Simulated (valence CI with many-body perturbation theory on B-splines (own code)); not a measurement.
# Questions on Hg64+

Calculated by valence CI with perturbative core correlation (CI+MBPT): six valence electrons over a frozen Dirac-Fock core [Ne], a basis of 9 s, 9 p, 8 d, 6 f, 3 g, 1 h functions for each j, with the one-electron correlation potential Σ1, the two-electron term Σ2, the three-electron term Σ3, Breit, model QED; selected CI, second order for the rest, scaled by the run's own slope (own B-spline code, finite nucleus).

The last digits are not significant, and no measured levels were compared; by estimate large intervals hold to a few tenths of a per cent, small ones and those within an open d or f shell to about a per cent. Among the levels kept, up to 1100 cm⁻¹ of a level comes from second order outside the variational space, and about a tenth of that is noise between levels of different J, which matters for small intervals.

Levels are named by their leading jj configuration (3d3/2^4 stands for four electrons in 3d with j = 3/2), which in mixed levels can hold well under half, so a name can repeat and another be missing.

Rates and lifetimes use the calculated energies. Strong lines usually hold to 10 to 20 %, long lifetimes can be off by a factor of two.

Question: What is the ground level?

Answer: (3s^2 3p1/2^2 3p3/2^2) J=2, composition 68 % 3s2 3p4 3P + 32 % 3s2 3p4 1D, g = 1.325.

Question: Name the longest-lived excited levels whose lifetime is computed, and their main decay.

Answer: (3s^2 3p1/2^2 3p3/2 3d3/2) J=0 at 2175.2 × 10³ cm⁻¹ lives 230 ms, mostly by M2 to (3s^2 3p1/2^2 3p3/2^2) J=2; (3s^2 3p1/2^2 3p3/2^2) J=0 at 176.84 × 10³ cm⁻¹ lives 60.0 ms, mostly by E2 to (3s^2 3p1/2^2 3p3/2^2) J=2; (3s^2 3p1/2^2 3p3/2 3d5/2) J=4 at 3061.4 × 10³ cm⁻¹ lives 126 ns, mostly by M1 to (3s^2 3p1/2^2 3p3/2 3d3/2) J=3.

Question: How well does LS coupling describe the low levels?

Answer: Among the lowest 20 levels the leading LS term, summed over configurations, holds 49 % on average. For single configurations the figures are 48 % in LS and 96 % in jj coupling. Terms mix most in the J = 2 level at 5388.2 × 10³ cm⁻¹, where the leading one holds 23 %.

Question: What is the ionisation energy?

Answer: 7213.9 eV; NIST lists 7211 ± 24 eV (theoretical).

Question: Among levels below 7431.2 × 10³ cm⁻¹, which E1 lines absorb most strongly from the ground level?

Answer: to (3s^2 3p1/2 3p3/2^2 3d3/2) J=2 at 1.525 nm, f = 0.267; to (3s^2 3p1/2 3p3/2^2 3d3/2) J=3 at 1.541 nm, f = 0.259; to (3s^2 3p1/2 3p3/2^2 3d3/2) J=1 at 1.512 nm, f = 0.174.

Question: Where does the other parity begin?

Answer: At (3s^2 3p1/2^2 3p3/2 3d3/2) J=2, 2095.3 × 10³ cm⁻¹.

Question: What are the static dipole polarisabilities of the lowest levels?

Answer: (3s^2 3p1/2^2 3p3/2^2) J=2 0.00216; (3s^2 3p1/2^2 3p3/2^2) J=0 0.00216 bohr³, of which the core gives 3.10e-05.
